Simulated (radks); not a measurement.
Neutral argon inside a hard spherical wall (all orbitals vanish at R), configuration held at [Ar] and not refilled when levels cross. Method: non-relativistic Kohn-Sham, PBE, spin-polarised, spherical densities, point nucleus; computed with a radial shooting solver on a logarithmic mesh with Libxc functionals. Eigenvalues in eV for spin up, with the zero of energy where the potential of the charges vanishes at infinity; a dash marks a level that is unbound or too diffuse for the functional's potential to be trusted. A positive occupied level is held by the wall or, in an anion where self-interaction has pushed it up, behind a barrier. The pressure on the wall is -dE/dV.

| R (bohr) | E (hartree) | kinetic (hartree) | e(2s) | e(2p) | e(3s) | e(3p) | e(4s, empty) | e(4p, empty) | pressure (GPa) |
|---|---|---|---|---|---|---|---|---|---|
| free | -527.34613 | 526.733 | -294.73 | -229.77 | -24.061 | -10.286 | - | - | 0 |
| 15 | -527.34613 | 526.733 | -294.73 | -229.77 | -24.061 | -10.286 | - | - | < 0.0001 |
| 12 | -527.34613 | 526.733 | -294.73 | -229.77 | -24.061 | -10.286 | -0.124 | 1.195 | < 0.0001 |
| 3.5 | -527.06055 | 528.341 | -288.48 | -223.45 | -19.754 | -5.568 | 27.072 | 35.638 | 104 |
| 3 | -526.58870 | 530.488 | -282.30 | -217.16 | -15.445 | -0.666 | 46.562 | 56.725 | 393 |
| 2.5 | -525.23222 | 535.754 | -269.98 | -204.58 | -5.968 | 10.064 | 85.781 | 97.208 | 1670 |
| 1.5 | -505.78810 | 590.222 | -195.42 | -126.98 | 90.070 | 110.49 | 401.31 | 398.40 | 59100 |
